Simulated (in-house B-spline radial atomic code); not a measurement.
Configurations of Pd III (Pd2+), with energies counted from [Kr] 4d8. Method: Dirac-Hartree-Fock, average of configuration, Fermi nucleus of rms radius 4.5318 fm. Calculated with a radial B-spline atomic code at the basis-set limit. Energies include first-order Breit, QED and recoil terms.

Occupations are held fixed; configurations that lie above the ionisation limit could autoionise.

```csv
configuration,E - E(ref) (eV),highest orbital,its <r> (bohr)
[Kr] 4d7 7p1,26.821,7p3/2,10.59
[Kr] 4d7 6f1,28.999,6f5/2,15.35
[Kr] 4d7 6g1,29.095,6g7/2,14.65
[Kr] 4d7 8g1,30.584,8g7/2,28.64
[Ar] 3d10 4s2 4p5 4d8 6f1,84.466,6f5/2,15.28
```

Task: Order these further configurations by energy, lowest first.
A. [Ar] 3d10 4s2 4p5 4d8 7s1
B. [Ar] 3d10 4s2 4p5 4d8 5f1
C. [Kr] 4d7 8s1
D. [Kr] 4d7 5g1
E. [Ar] 3d10 4s2 4p5 4d9

Result: D (27.599 eV), C (28.152 eV), E (54.946 eV), A (81.334 eV), B (82.923 eV).

Task: How far above the reference does [Ar] 3d10 4s2 4p5 4d8 6g1 lie?

Result: 84.572 eV; its least bound orbital is 6g7/2 with <r> = 14.65 bohr.
